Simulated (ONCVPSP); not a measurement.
Scattering properties, ONCV potential for Mn (Z = 25)

manganese, optimised norm-conserving Vanderbilt (ONCV), made with ONCVPSP 4.0.1 (PBE, scalar-relativistic). Core [Ne], reference 3s2 3p6 3d5.5 4s1.5. Waves: 3s+4s: rc 1.40 bohr, ncon 5, nbas 9, qcut 7.4 1/bohr, 2 projectors; 3p: rc 1.35 bohr, ncon 3, nbas 6, qcut 10 1/bohr, 1 projector; 3d: rc 1.55 bohr, ncon 4, nbas 8, qcut 11.7 1/bohr, 1 projector. Local part: polynomial inside 1.35 bohr (lpopt 5, dvloc0 0 Ha). Core correction: polynomial model core, fcfact 0.4.

The phase is arctan(r·R′/R) of the radial function R(r), unwrapped; energies in Ha, scanned from -5 to 5 Ha. A pole is an energy at which the radial function vanishes at the test radius. The pseudo phase is shifted by a multiple of π to meet the all-electron one at the reference energy, and phase errors are pseudo minus all-electron; the curves can meet again beyond the range given. Levels narrower than the energy grid can be missing from the lists of poles.

Problem. For each channel, where are the poles, and over which energies does the pseudopotential scatter like the atom?

Solution.

| channel | radius (bohr) | reference energy (Ha) | poles, all-electron | poles, pseudo | unbroken range about the reference energy with phases within 0.05 rad | phase error 1 Ha above the reference energy (rad) |
| --- | --- | --- | --- | --- | --- | --- |
| s | 1.42 | -0.17 | -2.49 | -2.49 | the whole range | -0.000 |
| p | 1.37 | -1.92 | -1.06 | -1.05 | the whole range | +0.001 |
| d | 1.57 | -0.18 | 0.46 | 0.48 | below 1.5 | +0.016 |

Phases in the p channel:

```csv
E (Ha),all-electron,pseudo
-4.96,1.159,1.160
-4.48,1.096,1.096
-4.00,0.994,0.996
-3.52,0.806,0.808
-3.04,0.375,0.377
-2.56,-0.502,-0.501
-2.08,-1.142,-1.142
-1.60,-1.414,-1.414
-1.12,-1.556,-1.556
-0.64,-1.651,-1.650
-0.16,-1.726,-1.725
0.32,-1.798,-1.795
0.80,-1.875,-1.871
1.28,-1.970,-1.964
1.76,-2.101,-2.091
2.24,-2.301,-2.283
2.72,-2.634,-2.600
3.20,-3.140,-3.092
3.68,-3.657,-3.616
4.16,-4.003,-3.978
4.64,-4.208,-4.193
```
